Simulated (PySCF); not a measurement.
CH7F2NSi2, SMILES F[Si](C)(F)[SiH2]N.

Geometry optimised at ωB97X-D3(BJ)/def2-SVP. This is a generated structure with no PubChem entry under its InChIKey; it may be hypothetical. One conformer was computed; it need not be the lowest.

Two levels are set side by side: PBE/def2-TZVP (PySCF) and HF/def2-TZVP (PySCF). Same geometry, gas phase. Differences are taken from unrounded values.

```csv
quantity,HF
orbital gap (eV),13.41
highest occupied level (eV),-10.78
lowest empty level (eV),2.63
dipole moment (D),2.60
mean polarisability (bohr³),63.3
```

What does PBE give, and how far is it from HF? (An estimate is asked for; the answer gives what the named calculation found.)


```
quantity                       PBE  PBE minus HF
---------------------------  -----  ------------
orbital gap (eV)              4.88         -8.53
highest occupied level (eV)  -6.14          4.64
lowest empty level (eV)      -1.26         -3.89
dipole moment (D)             2.44         -0.16
mean polarisability (bohr³)   73.1           9.8
```

Without exact exchange PBE keeps part of each electron's self-repulsion, which lifts occupied levels and narrows the gap. PBE's more diffuse valence density responds more strongly to a field. Differences between two approximate levels are no errors against the true value.

Rough cost on one machine, each run with all the roots and properties that it gave: HF against PBE about 1/3.
